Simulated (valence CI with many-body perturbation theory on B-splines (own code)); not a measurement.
## Xe³¹⁺: M1 decay

Level of theory: relativistic CI+MBPT: five valence electrons over a frozen Dirac-Fock core [Ar], a basis of 7 s, 7 p, 8 d, 6 f, 4 g, 1 h functions for each j, with the one-electron correlation potential Σ1, the two-electron term Σ2, the three-electron term Σ3, Breit, model QED; selected CI, second order for the rest, scaled by the run's own slope (own B-spline code, finite nucleus).

The last digits are not significant, and no measured levels were compared; by estimate large intervals hold to a few tenths of a per cent, small ones and those within an open d or f shell to about a per cent. Only levels of the ground parity were solved; by the run's estimate the other parity begins above the list, which can be wrong where configurations are misplaced.

Lines 51 to 100 of 120 in falling wavelength, among levels below 82.796 eV, chosen from the decays that carry over 1 % of a level's rate. Wavelengths and rates use the calculated energies. Weak lines are less certain than strong ones. Lines between different terms over intervals too small for the method are left out, as are lines whose strength nearly cancels.

Levels are named by their leading jj configuration (3d3/2^4 stands for four electrons in 3d with j = 3/2), which in mixed levels can hold well under half, so a name can repeat and another be missing. Letters in brackets count levels of one name in rising energy.

| λ vac (nm) | Upper | Lower | Type | A (s⁻¹) | Branch % |
| --- | --- | --- | --- | --- | --- |
| 82.13 | (3d3/2^2 3d5/2^3) J=5/2 [b] | (3d3/2^3 3d5/2^2) J=5/2 [b] | M1 | 2.55e+04 | 58.8 |
| 80.71 | (3d3/2^2 3d5/2^3) J=9/2 [a] | (3d3/2^3 3d5/2^2) J=7/2 [a] | M1 | 9.01e+03 | 51.6 |
| 79.73 | (3d3/2^2 3d5/2^3) J=5/2 [c] | (3d3/2^3 3d5/2^2) J=7/2 [b] | M1 | 6.66e+03 | 11.8 |
| 79.01 | (3d3/2^2 3d5/2^3) J=13/2 | (3d3/2^3 3d5/2^2) J=11/2 | M1 | 3.54e+03 | 96.5 |
| 77.17 | (3d3/2^2 3d5/2^3) J=3/2 [a] | (3d3/2^3 3d5/2^2) J=3/2 [a] | M1 | 3.31e+04 | 44.1 |
| 74.83 | (3d3/2^2 3d5/2^3) J=3/2 [b] | (3d3/2^2 3d5/2^3) J=5/2 [a] | M1 | 6.58e+03 | 30.6 |
| 73.42 | (3d3/2^2 3d5/2^3) J=9/2 [c] | (3d3/2^2 3d5/2^3) J=9/2 [a] | M1 | 4.51e+02 | 1.6 |
| 72.36 | (3d3/2^2 3d5/2^3) J=5/2 [a] | (3d3/2^3 3d5/2^2) J=5/2 [a] | M1 | 3.05e+04 | 60.7 |
| 71.56 | (3d3/2 3d5/2^4) J=11/2 | (3d3/2^2 3d5/2^3) J=13/2 | M1 | 1.04e+04 | 13.8 |
| 71.22 | (3d3/2 3d5/2^4) J=7/2 [a] | (3d3/2^2 3d5/2^3) J=9/2 [a] | M1 | 2.77e+04 | 35.3 |
| 69.86 | (3d3/2 3d5/2^4) J=3/2 [a] | (3d3/2^2 3d5/2^3) J=5/2 [b] | M1 | 1.54e+04 | 14.0 |
| 69.53 | (3d3/2 3d5/2^4) J=5/2 [a] | (3d3/2^2 3d5/2^3) J=5/2 [a] | M1 | 4.48e+04 | 40.0 |
| 69.30 | (3d3/2^2 3d5/2^3) J=7/2 [c] | (3d3/2^2 3d5/2^3) J=5/2 [a] | M1 | 3.51e+03 | 8.9 |
| 68.96 | (3d3/2^2 3d5/2^3) J=5/2 [b] | (3d3/2^3 3d5/2^2) J=3/2 [a] | M1 | 4.39e+03 | 10.1 |
| 66.71 | (3d3/2^3 3d5/2^2) J=7/2 [a] | (3d3/2^4 3d5/2) J=5/2 | M1 | 6.81e+03 | 68.5 |
| 66.69 | (3d3/2^2 3d5/2^3) J=5/2 [b] | (3d3/2^3 3d5/2^2) J=7/2 [a] | M1 | 8.28e+03 | 19.1 |
| 66.40 | (3d3/2 3d5/2^4) J=11/2 | (3d3/2^2 3d5/2^3) J=9/2 [a] | M1 | 1.05e+04 | 14.0 |
| 66.21 | (3d3/2^2 3d5/2^3) J=9/2 [c] | (3d3/2^2 3d5/2^3) J=11/2 | M1 | 3.11e+03 | 11.3 |
| 65.66 | (3d3/2^2 3d5/2^3) J=9/2 [b] | (3d3/2^3 3d5/2^2) J=9/2 | M1 | 2.89e+04 | 53.2 |
| 64.59 | (3d3/2^3 3d5/2^2) J=3/2 [a] | (3d3/2^4 3d5/2) J=5/2 | M1 | 4.07e+04 | 96.5 |
| 64.19 | (3d3/2 3d5/2^4) J=5/2 [a] | (3d3/2^3 3d5/2^2) J=7/2 [b] | M1 | 8.13e+03 | 7.3 |
| 63.98 | (3d3/2^2 3d5/2^3) J=7/2 [c] | (3d3/2^3 3d5/2^2) J=7/2 [b] | M1 | 1.36e+04 | 34.6 |
| 63.06 | (3d3/2 3d5/2^4) J=3/2 [a] | (3d3/2^2 3d5/2^3) J=3/2 [a] | M1 | 3.62e+04 | 32.8 |
| 62.59 | (3d3/2 3d5/2^4) J=7/2 [a] | (3d3/2^2 3d5/2^3) J=7/2 [a] | M1 | 2.19e+04 | 27.9 |
| 61.82 | (3d3/2^2 3d5/2^3) J=7/2 [b] | (3d3/2^3 3d5/2^2) J=5/2 [b] | M1 | 4.27e+02 | 3.2 |
| 61.73 | (3d3/2^2 3d5/2^3) J=7/2 [a] | (3d3/2^3 3d5/2^2) J=5/2 [a] | M1 | 3.10e+03 | 14.1 |
| 60.63 | (3d3/2^2 3d5/2^3) J=7/2 [b] | (3d3/2^3 3d5/2^2) J=9/2 | M1 | 6.96e+03 | 52.3 |
| 60.45 | (3d3/2 3d5/2^4) J=11/2 | (3d3/2^2 3d5/2^3) J=11/2 | M1 | 4.47e+04 | 59.3 |
| 60.23 | (3d3/2^2 3d5/2^3) J=5/2 [c] | (3d3/2^3 3d5/2^2) J=5/2 [b] | M1 | 1.05e+03 | 1.9 |
| 59.44 | (3d3/2 3d5/2^4) J=3/2 [a] | (3d3/2^2 3d5/2^3) J=1/2 [a] | M1 | 3.89e+04 | 35.3 |
| 59.13 | (3d3/2^2 3d5/2^3) J=9/2 [b] | (3d3/2^3 3d5/2^2) J=11/2 | M1 | 1.11e+04 | 20.4 |
| 58.98 | (3d3/2^3 3d5/2^2) J=3/2 [b] | (3d3/2^3 3d5/2^2) J=5/2 [a] | M1 | 2.52e+03 | 23.2 |
| 56.74 | (3d3/2^2 3d5/2^3) J=3/2 [b] | (3d3/2^3 3d5/2^2) J=1/2 | M1 | 3.14e+03 | 14.6 |
| 56.40 | (3d3/2^2 3d5/2^3) J=9/2 [b] | (3d3/2^3 3d5/2^2) J=7/2 [a] | M1 | 9.43e+03 | 17.4 |
| 56.15 | (3d3/2^3 3d5/2^2) J=5/2 [b] | (3d3/2^4 3d5/2) J=5/2 | M1 | 2.47e+03 | 12.4 |
| 54.48 | (3d3/2 3d5/2^4) J=7/2 [a] | (3d3/2^2 3d5/2^3) J=5/2 [a] | M1 | 2.00e+03 | 2.5 |
| 53.70 | (3d3/2^2 3d5/2^3) J=3/2 [b] | (3d3/2^3 3d5/2^2) J=5/2 [b] | M1 | 1.40e+03 | 6.5 |
| 52.83 | (3d3/2^2 3d5/2^3) J=5/2 [c] | (3d3/2^3 3d5/2^2) J=3/2 [a] | M1 | 6.12e+03 | 10.9 |
| 52.64 | (3d3/2^2 3d5/2^3) J=7/2 [b] | (3d3/2^3 3d5/2^2) J=7/2 [a] | M1 | 4.52e+02 | 3.4 |
| 52.27 | (3d3/2^2 3d5/2^3) J=9/2 [c] | (3d3/2^3 3d5/2^2) J=7/2 [b] | M1 | 1.24e+04 | 44.8 |
| 52.10 | (3d3/2^2 3d5/2^3) J=3/2 [a] | (3d3/2^3 3d5/2^2) J=5/2 [a] | M1 | 2.48e+04 | 33.0 |
| 51.49 | (3d3/2^2 3d5/2^3) J=5/2 [c] | (3d3/2^3 3d5/2^2) J=7/2 [a] | M1 | 2.10e+04 | 37.5 |
| 51.22 | (3d3/2^2 3d5/2^3) J=1/2 [b] | (3d3/2^3 3d5/2^2) J=1/2 | M1 | 1.30e+04 | 23.1 |
| 51.14 | (3d3/2 3d5/2^4) J=7/2 [a] | (3d3/2^3 3d5/2^2) J=7/2 [b] | M1 | 4.05e+03 | 5.2 |
| 50.92 | (3d3/2 3d5/2^4) J=5/2 [a] | (3d3/2^3 3d5/2^2) J=5/2 [b] | M1 | 2.85e+04 | 25.4 |
| 50.79 | (3d3/2^2 3d5/2^3) J=7/2 [c] | (3d3/2^3 3d5/2^2) J=5/2 [b] | M1 | 4.28e+03 | 10.9 |
| 49.99 | (3d3/2^2 3d5/2^3) J=7/2 [c] | (3d3/2^3 3d5/2^2) J=9/2 | M1 | 1.59e+04 | 40.5 |
| 48.22 | (3d3/2^2 3d5/2^3) J=5/2 [b] | (3d3/2^3 3d5/2^2) J=5/2 [a] | M1 | 1.49e+03 | 3.4 |
| 47.74 | (3d3/2^2 3d5/2^3) J=3/2 [b] | (3d3/2^3 3d5/2^2) J=3/2 [a] | M1 | 5.22e+03 | 24.3 |
| 45.73 | (3d3/2^3 3d5/2^2) J=7/2 [b] | (3d3/2^4 3d5/2) J=5/2 | M1 | 2.69e+03 | 46.7 |
